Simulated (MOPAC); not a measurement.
MOPAC input (AM1):

```
AM1 1SCF GEO-OK AUX(PRECISION=9) THREADS=1
C2H5Br3GeO

C    -3.86644500 1   -1.28114900 1   -0.36032200 1
C    -2.36742200 1   -1.33594600 1   -0.55290400 1
O    -1.79731400 1   -0.17814300 1    0.08398700 1
Ge   -0.06155000 1    0.08772000 1    0.05940300 1
Br    0.68919700 1    0.25391900 1   -2.11987800 1
Br    0.29635900 1    2.04083500 1    1.19806000 1
Br    1.02991400 1   -1.67457600 1    1.08093500 1
H    -4.33360000 1   -2.14768100 1   -0.83268200 1
H    -4.11693100 1   -1.28645300 1    0.70083300 1
H    -4.27767600 1   -0.37662200 1   -0.80925600 1
H    -1.95051600 1   -2.24280300 1   -0.10487300 1
H    -2.11143100 1   -1.33200300 1   -1.61657000 1
```

Output:

```
 *******************************************************************************
 **                                                                           **
 **                              MOPAC v23.2.5                                **
 **                                                                           **
 *******************************************************************************
 ** MOPAC's Digital Object Identifier: https://doi.org/10.5281/zenodo.6511958 **
 **                                                                           **
 ** Please cite the open-source release paper for use of this MOPAC version:  **
 ** J. E. Moussa and J. J. P. Stewart (2026)                                  **
 ** MOPAC: An open-source semiempirical molecular orbital program             **
 ** J. Open Source Softw., 11(119), 8025, https://doi.org/10.21105/joss.08025 **
 *******************************************************************************

                              AM1 CALCULATION RESULTS

 *******************************************************************************
 *  AM1        - The AM1 Hamiltonian to be used
 *  GEO-OK     - OVERRIDE INTERATOMIC DISTANCE AND OTHER SAFETY CHECKS
 *  1SCF       - DO 1 SCF AND THEN STOP
 *  AUX        - OUTPUT AUXILIARY INFORMATION
 *******************************************************************************
AM1 1SCF GEO-OK AUX(PRECISION=9) THREADS=1
 C2H5Br3GeO

   ATOM   CHEMICAL          X               Y               Z
  NUMBER   SYMBOL      (ANGSTROMS)     (ANGSTROMS)     (ANGSTROMS)

     1       C         -3.86644500  *  -1.28114900  *  -0.36032200  *
     2       C         -2.36742200  *  -1.33594600  *  -0.55290400  *
     3       O         -1.79731400  *  -0.17814300  *   0.08398700  *
     4      Ge         -0.06155000  *   0.08772000  *   0.05940300  *
     5      Br          0.68919700  *   0.25391900  *  -2.11987800  *
     6      Br          0.29635900  *   2.04083500  *   1.19806000  *
     7      Br          1.02991400  *  -1.67457600  *   1.08093500  *
     8       H         -4.33360000  *  -2.14768100  *  -0.83268200  *
     9       H         -4.11693100  *  -1.28645300  *   0.70083300  *
    10       H         -4.27767600  *  -0.37662200  *  -0.80925600  *
    11       H         -1.95051600  *  -2.24280300  *  -0.10487300  *
    12       H         -2.11143100  *  -1.33200300  *  -1.61657000  *

          CARTESIAN COORDINATES

    NO.       ATOM           X           Y           Z

     1         C         -3.8664     -1.2811     -0.3603
     2         C         -2.3674     -1.3359     -0.5529
     3         O         -1.7973     -0.1781      0.0840
     4        Ge         -0.0616      0.0877      0.0594
     5        Br          0.6892      0.2539     -2.1199
     6        Br          0.2964      2.0408      1.1981
     7        Br          1.0299     -1.6746      1.0809
     8         H         -4.3336     -2.1477     -0.8327
     9         H         -4.1169     -1.2865      0.7008
    10         H         -4.2777     -0.3766     -0.8093
    11         H         -1.9505     -2.2428     -0.1049
    12         H         -2.1114     -1.3320     -1.6166

  H: (AM1): M.J.S. DEWAR ET AL, J. AM. CHEM. SOC. 107 3902-3909 (1985)
  C: (AM1): M.J.S. DEWAR ET AL, J. AM. CHEM. SOC. 107 3902-3909 (1985)
  O: (AM1): M.J.S. DEWAR ET AL, J. AM. CHEM. SOC. 107 3902-3909 (1985)
 Ge: (AM1): M.J.S.Dewar and C.Jie, Organometallics, 8, 1544, (1989)
 Br: (AM1): M.J.S. DEWAR AND E. G. ZOEBISCH, THEOCHEM, 180, 1 (1988).

           Empirical Formula: C2 H5 O Ge Br3  =    12 atoms

      MOLECULAR POINT GROUP   :   Cs

      RHF CALCULATION, NO. OF DOUBLY OCCUPIED LEVELS = 22

 -------------------------------------------------------------------------------
 AM1 1SCF GEO-OK AUX(PRECISION=9) THREADS=1
 C2H5Br3GeO

     1SCF WAS SPECIFIED, SO BFGS WAS NOT USED
     SCF FIELD WAS ACHIEVED

                              AM1 CALCULATION
                                                       MOPAC v23.2.5 Linux

          FINAL HEAT OF FORMATION =       -111.29832 KCAL/MOL =    -465.67216 KJ/MOL

          COSMO AREA              =        193.44 SQUARE ANGSTROMS
          COSMO VOLUME            =        197.63 CUBIC ANGSTROMS

          IONIZATION POTENTIAL    =         11.485446 EV
          HOMO LUMO ENERGIES (EV) =        -11.485 -2.497
          NO. OF FILLED LEVELS    =         22
          MOLECULAR WEIGHT        =        357.3629         POINT GROUP:  Cs

          MOLECULAR DIMENSIONS (Angstroms)

            Atom       Atom       Distance
            H     8   Br     6     6.56537
            H     9   Br     5     4.60229
           Br     7    H    10     4.41818

          SCF CALCULATIONS        =          1

   ATOM   CHEMICAL          X               Y               Z
  NUMBER   SYMBOL      (ANGSTROMS)     (ANGSTROMS)     (ANGSTROMS)

     1       C         -3.86644500  *  -1.28114900  *  -0.36032200  *
     2       C         -2.36742200  *  -1.33594600  *  -0.55290400  *
     3       O         -1.79731400  *  -0.17814300  *   0.08398700  *
     4      Ge         -0.06155000  *   0.08772000  *   0.05940300  *
     5      Br          0.68919700  *   0.25391900  *  -2.11987800  *
     6      Br          0.29635900  *   2.04083500  *   1.19806000  *
     7      Br          1.02991400  *  -1.67457600  *   1.08093500  *
     8       H         -4.33360000  *  -2.14768100  *  -0.83268200  *
     9       H         -4.11693100  *  -1.28645300  *   0.70083300  *
    10       H         -4.27767600  *  -0.37662200  *  -0.80925600  *
    11       H         -1.95051600  *  -2.24280300  *  -0.10487300  *
    12       H         -2.11143100  *  -1.33200300  *  -1.61657000  *

                             CARTESIAN COORDINATES

   1    C       -3.866445000    -1.281149000    -0.360322000
   2    C       -2.367422000    -1.335946000    -0.552904000
   3    O       -1.797314000    -0.178143000     0.083987000
   4   Ge       -0.061550000     0.087720000     0.059403000
   5   Br        0.689197000     0.253919000    -2.119878000
   6   Br        0.296359000     2.040835000     1.198060000
   7   Br        1.029914000    -1.674576000     1.080935000
   8    H       -4.333600000    -2.147681000    -0.832682000
   9    H       -4.116931000    -1.286453000     0.700833000
  10    H       -4.277676000    -0.376622000    -0.809256000
  11    H       -1.950516000    -2.242803000    -0.104873000
  12    H       -2.111431000    -1.332003000    -1.616570000

           Empirical Formula: C2 H5 O Ge Br3  =    12 atoms

      MOLECULAR POINT GROUP   :   Cs

                  EIGENVALUES
 -38.73042 -32.47545 -32.18166 -31.04430 -30.99137 -24.38566 -18.50926 -17.19869
 -15.98095 -15.25912 -14.55504 -13.92406 -13.72309 -13.22593 -12.74278 -11.90809
 -11.87870 -11.85238 -11.84176 -11.59630 -11.57299 -11.48545  -2.49725  -2.40750
  -1.75844  -0.71214   3.33260   3.41242   3.67048   3.75484   4.37946   4.46178
   4.78214

              NET ATOMIC CHARGES AND DIPOLE CONTRIBUTIONS

  ATOM NO.   TYPE          CHARGE      No. of ELECS.   s-Pop       p-Pop
    1          C          -0.209808        4.2098     1.21458     2.99522
    2          C           0.009106        3.9909     1.22266     2.76824
    3          O          -0.472128        6.4721     1.87665     4.59548
    4         Ge           0.836962        3.1630     0.78738     2.37566
    5         Br          -0.209151        7.2092     1.96820     5.24095
    6         Br          -0.177534        7.1775     1.96665     5.21088
    7         Br          -0.209151        7.2092     1.96820     5.24095
    8          H           0.089865        0.9101     0.91014
    9          H           0.093124        0.9069     0.90688
   10          H           0.093124        0.9069     0.90688
   11          H           0.077796        0.9222     0.92220
   12          H           0.077796        0.9222     0.92220
 DIPOLE           X         Y         Z       TOTAL
 POINT-CHG.    -1.502    -1.331    -0.642     2.106
 HYBRID        -0.669    -0.292    -0.104     0.737
 SUM           -2.171    -1.622    -0.746     2.811

          ATOMIC ORBITAL ELECTRON POPULATIONS

     Atom    s        px        py        pz
    1  C   1.21458   0.91951   1.03380   1.04191
    2  C   1.22266   0.95545   0.85134   0.96145
    3  O   1.87665   1.35038   1.47797   1.76713
    4 Ge   0.78738   0.73246   0.82825   0.81495
    5 Br   1.96820   1.90239   1.98212   1.35644
    6 Br   1.96665   1.95385   1.45116   1.80587
    7 Br   1.96820   1.81564   1.57534   1.84997
    8  H   0.91014
    9  H   0.90688
   10  H   0.90688
   11  H   0.92220
   12  H   0.92220

 **********************
 *                    *
 * JOB ENDED NORMALLY *
 *                    *
 **********************

 == MOPAC DONE ==
```

The geometry given is a B3LYP-D3(BJ)/def2-TZVP minimum.
